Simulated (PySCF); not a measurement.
A structure optimised at B3LYP-D3(BJ)/def2-TZVP, used in a PySCF frequency run:

```
Ga
O 1 1.8122
H 2 0.9632 1 114.15
O 1 1.8122 2 112.82 3 180.00
H 4 0.9632 1 114.15 2 180.00
```
Charge 0, spin multiplicity 2.

**Question.** Write its SMILES, formula and point group.

**Answer.** [OH][Ga][OH], GaH2O2, C2v

**Question.** What are its rotational constants (standard atomic weights)?

**Answer.** 22.863, 6.0303, 4.7717 GHz
